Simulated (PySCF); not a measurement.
Geometry:
```tsv
atom	x (Å)	y (Å)	z (Å)
C1	4.896	-1.292	-0.038
C2	3.882	-0.681	-0.239
C3	2.697	0.046	-0.491
F4	2.883	1.153	-1.258
C5	1.481	-0.267	-0.055
Si6	-0.018	0.776	-0.471
O7	-1.178	-0.110	0.231
C8	-2.550	0.136	0.304
C9	-3.242	-0.058	-1.037
H10	5.773	-1.837	0.149
H11	1.389	-1.155	0.551
H12	-0.186	0.910	-1.922
H13	0.066	2.117	0.122
H14	-2.954	-0.568	1.040
H15	-2.723	1.156	0.667
H16	-4.316	0.056	-0.920
H17	-2.881	0.677	-1.752
H18	-3.028	-1.052	-1.422
```

Fast rotation and ring inversion assumed for equivalent nuclei, non-relativistic Hamiltonian, one conformer, no solvent model. GFN2-xTB structure; NMR shieldings at PBE0/pcSseg-1/GIAO; PySCF.

Referencing at the same level of theory: TMS for 13C (σref 186.93).

Question: Do the 13C shifts follow the atomic charges (in e)? Tabulate both.

Answer: 
| atoms | hybridisation | δ (ppm) | σ para (ppm) | Hirshfeld | IAO | Mulliken | ESP-fitted |
| --- | --- | --- | --- | --- | --- | --- | --- |
| C3 | sp2 | 160.3 | -223 | +0.10 | +0.29 | +0.23 | +0.50 |
| C5 | sp2 | 122.6 | -198 | -0.16 | -0.47 | -0.47 | -0.66 |
| C1 | sp | 88.9 | -160 | -0.08 | -0.19 | -0.30 | -0.32 |
| C2 | sp | 80.7 | -144 | -0.05 | -0.04 | +0.28 | -0.12 |
| C8 | sp3 | 63.5 | -116 | +0.01 | -0.04 | +0.06 | +0.32 |
| C9 | sp3 | 19.4 | -81 | -0.12 | -0.44 | -0.32 | -0.27 |

Correlation coefficients of δ with charge over these carbons: Hirshfeld +0.46, IAO +0.53, Mulliken +0.25, ESP-fitted +0.24; with the paramagnetic shielding -0.99. With so few points, grouped by hybridisation, these coefficients are fragile. Charge is one influence among several: hybridisation and low-lying excitations act through the paramagnetic term.

Shifts are as computed. Against solution values, carbons near 30 ppm lie about +3 ppm off and those near 130 ppm about +5 ppm. Of 1309 compounds with measured shifts, 239 miss one by over three times the rms of a fit or turn the order of signals round; such compounds aren't used in these exercises.
